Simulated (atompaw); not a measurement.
## Building the PAW (atompaw) potential for W (Z = 74) (PBE, scalar-relativistic).

tungsten (W), PAW, made with atompaw 4.2.0.5 (PBE, scalar-relativistic). Core [Kr] 4d10, reference 4f14 5s2 5p6 5d4.5 6s1.5 6p0. Waves: 5s (bound): rc 1.25 bohr; 6s (bound): rc 2.40 bohr; 5p (bound): rc 1.65 bohr; 6p (bound, empty): rc 2.40 bohr; 5d (bound): rc 1.65 bohr; 5d channel at 4.4 Ry: rc 2.40 bohr; 4f (bound): rc 1.15 bohr; 4f channel at -1.25 Ry: rc 1.15 bohr. Local part: vpsmatchnc scheme with l = 4 at 1 Ry, radius 2.00 bohr. Core correction: smooth core density matched at 1.55 bohr. Augmentation charge: besselshape compensation charge, radius 2.00 bohr; PAW radius 2.40 bohr; waves and projectors: custom rrkj gramschmidtortho.

Estimate the cutoffs (Ry, on a coarse ladder) from which the occupation-weighted sum of valence levels, in a spherical-Bessel basis at the reference potential, stays within 10 and 1 mRy of its value at 400 Ry.

160 Ry and 230 Ry.

What does a ghost test show?

No extra level below or beside the all-electron valence levels (s, p, d, f tested). The logarithmic derivative shows an extra or strongly shifted pseudo pole above the reference energy (s near 1.42 Ry).

Is the overlap operator S = 1 + Σ q|β⟩⟨β| positive definite (Bessel basis up to 400 Ry)?

Yes: its lowest eigenvalue is 0.35 (s channel).

Which valence shell sets the plane-wave cutoff?

4f: its level needs 160 Ry to come within 1 mRy, against 35 Ry for 5s.
